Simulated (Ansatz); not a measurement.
All numbers were calculated with Ansatz.

A structure relaxed at PBE0-D4/def2-TZVP, charge 0, multiplicity 1:

Cartesian coordinates in Å:
```
N 0.650 -0.333 -1.350
Ga -0.214 0.065 0.188
O -1.985 -0.070 0.249
O 0.572 0.682 1.667
H 0.166 -0.837 -2.075
H 1.637 -0.525 -1.366
H -2.348 0.224 1.087
H 1.522 0.793 1.601
```

Give its formula and SMILES.

GaH4NO2, `[NH2][Ga]([OH])[OH]`.

Summarise the bond lengths by kind.

1 × Ga–N 1.809 Å; 2 × H–N 1.006 to 1.007 Å; 2 × Ga–O 1.777 to 1.785 Å; 2 × H–O 0.959 to 0.960 Å.
